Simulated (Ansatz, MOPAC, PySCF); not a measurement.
Torsion H4–C1–Se2–C3 in dimethyl selenide (SMILES C[Se]C); at each angle all else is relaxed with GFN2-xTB, and the levels are single points there.
Geometry at 60° (charge 0, multiplicity 1):
| atom | x (Å) | y (Å) | z (Å) |
|---|---|---|---|
| C | 1.4573 | -0.0944 | 0.0483 |
| Se | 0.2585 | 0.4922 | -1.3768 |
| C | -1.0336 | -0.9622 | -1.2092 |
| H | 1.8364 | -1.0857 | -0.1892 |
| H | 2.2776 | 0.6153 | 0.1025 |
| H | 0.9134 | -0.1086 | 0.9899 |
| H | -0.5314 | -1.9096 | -1.3902 |
| H | -1.8077 | -0.8029 | -1.9541 |
| H | -1.4664 | -0.9432 | -0.2117 |

On the grid 0° to 120°, 0° is the highest and 60° the lowest point at MP2/CBS(cc-pVTZ, cc-pVQZ) + ΔCCSD(T)/cc-pVTZ.

Rows in 6-31G* carry no dispersion term and start afresh at each structure (6-31G* with six Cartesian d functions); the Pople sets are all-electron and without relativity. The state reached by PM3 isn't checked.

Run with Ansatz (Gaussian basis) for Hartree–Fock, density functionals and correlated methods; MOPAC for PM3 (differences of heats of formation); PySCF for 6-31G* rows. 

Q: One of these levels gives 1.59 kcal/mol for the energy at 0° less that at 60°. Which?
(A) PBE/def2-TZVPP
(B) HF/6-31G*
(C) PM3

A: B, HF/6-31G*. The others give 0.29 (PM3), 1.28 (PBE/def2-TZVPP)

Ansatz is a program for electronic structure.
